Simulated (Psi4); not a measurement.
C5H13O2Si, doublet, at a GFN2-xTB geometry; B3LYP/STO-3G in Psi4 1.11.

Here is a job for Psi4.
```
memory 2 GB

molecule {
0 2
  C    -0.53608428    1.59741379   -1.87181813
  Si   -0.11736644    0.93842841   -0.19522785
  O    -1.02666715   -0.32203766    0.28778781
  C    -2.41092301   -0.38594724    0.47464053
  C    -2.77010341   -1.68109296    1.18858523
  O     1.39656078    0.40061828   -0.35698788
  C     2.18225323   -0.31463439    0.55532344
  C     3.41189024   -0.86119726   -0.15467503
  H    -1.55459834    1.74297786   -2.18475740
  H     0.20253785    1.99901246   -2.53971618
  H    -0.21631307    1.97910820    0.84676853
  H    -2.74746741    0.47723964    1.06235511
  H    -2.90876859   -0.34147202   -0.50223419
  H    -2.43112153   -2.53190431    0.60340964
  H    -2.28593384   -1.71538195    2.16122715
  H    -3.84634796   -1.74637247    1.32358646
  H     1.59647846   -1.13416246    0.98600211
  H     2.48284490    0.35561608    1.37104260
  H     3.98671879   -0.04329834   -0.58115987
  H     3.10858626   -1.52598692   -0.95896810
  H     4.03516911   -1.40927045    0.54689807
}

set basis sto-3g
set reference uks

energy('b3lyp')
print_variables()
```

Question: Predict the main parts of the log of this Psi4 run.

Answer: 
```
   => Loading Basis Set <=

    Name: STO-3G
    Role: ORBITAL
    Keyword: BASIS

         ---------------------------------------------------------
                                   SCF
               by Justin Turney, Rob Parrish, Andy Simmonett
                          and Daniel G. A. Smith
                              UKS Reference
         ---------------------------------------------------------

  ==> Geometry <==

    Molecular point group: c1
    Full point group: C1

    Geometry (in Angstrom), charge = 0, multiplicity = 2:

       Center              X                  Y                   Z               Mass
    ------------   -----------------  -----------------  -----------------  -----------------
         C           -0.540401741743     1.568546159541    -1.855939870712    12.000000000000
         SI          -0.121683901743     0.909560779541    -0.179349590712    27.976926534650
         O           -1.030984611743    -0.350905290459     0.303666069288    15.994914619570
         C           -2.415240471743    -0.414814870459     0.490518789288    12.000000000000
         C           -2.774420871743    -1.709960590459     1.204463489288    12.000000000000
         O            1.392243318257     0.371750649541    -0.341109620712    15.994914619570
         C            2.177935768257    -0.343502020459     0.571201699288    12.000000000000
         C            3.407572778257    -0.890064890459    -0.138796770712    12.000000000000
         H           -1.558915801743     1.714110229541    -2.168879140712     1.007825032230
         H            0.198220388257     1.970144829541    -2.523837920712     1.007825032230
         H           -0.220630531743     1.950240569541     0.862646789288     1.007825032230
         H           -2.751784871743     0.448372009541     1.078233369288     1.007825032230
         H           -2.913086051743    -0.370339650459    -0.486355930712     1.007825032230
         H           -2.435438991743    -2.560771940459     0.619287899288     1.007825032230
         H           -2.290251301743    -1.744249580459     2.177105409288     1.007825032230
         H           -3.850665421743    -1.775240100459     1.339464719288     1.007825032230
         H            1.592160998257    -1.163030090459     1.001880369288     1.007825032230
         H            2.478527438257     0.326748449541     1.386920859288     1.007825032230
[...]
      Ntotal   =   72.9999488924 ; deviation = -5.111e-05

   @Spin Contamination Metric:   4.230287984E-03
   @S^2 Expected:                7.500000000E-01
   @S^2 Observed:                7.542302880E-01
   @S   Expected:                5.000000000E-01
   @S   Observed:                5.000000000E-01

    Orbital Energies [Eh]
    ---------------------

    Alpha Occupied:

[...]
      37A     -0.132393

    Alpha Virtual:

[...]
    Beta Occupied:

[...]
    Beta Virtual:

[...]
    Final Occupation by Irrep:
              A
    DOCC [    36 ]
    SOCC [     1 ]
    NA   [    37 ]
    NB   [    36 ]

  @DF-UKS Final Energy:  -630.45045321013117

   => Energetics <=

    Nuclear Repulsion Energy =            476.5156677861870094
    One-Electron Energy =               -1814.9811287719448956
    Two-Electron Energy =                 764.9116459834680199
    DFT Exchange-Correlation Energy =     -56.8966382078411641
    Empirical Dispersion Energy =           0.0000000000000000
    VV10 Nonlocal Energy =                  0.0000000000000000
    Total Energy =                       -630.4504532101311725

  UHF NO Occupations:
  HONO-2 :   35  A 1.9995914
  HONO-1 :   36  A 1.9987028
  HONO-0 :   37  A 1.0000000
  LUNO+0 :   38  A 0.0012972
  LUNO+1 :   39  A 0.0004086
  LUNO+2 :   40  A 0.0003543
  LUNO+3 :   41  A 0.0000472

Computation Completed

Properties will be evaluated at   0.000000,   0.000000,   0.000000 [a0]

Properties computed using the SCF density matrix

 Multipole Moments:

 ------------------------------------------------------------------------------------
     Multipole            Electronic (a.u.)      Nuclear  (a.u.)        Total (a.u.)
 ------------------------------------------------------------------------------------

 L = 1.  Multiply by 2.5417464519 to convert [e a0] to [Debye]
 Dipole X            :          0.3368830           -0.5955936           -0.2587107
 Dipole Y            :          4.0624908           -3.9822905            0.0802003
 Dipole Z            :         -1.9780211            2.1904054            0.2123844
 Magnitude           :                                                    0.3441953

 ------------------------------------------------------------------------------------

  Variable Map:
  ----------------------------------------------------------------------------
[...]
  Array Variable Map:
  ----------------------------------------------------------------------------
[...]
[...]
```
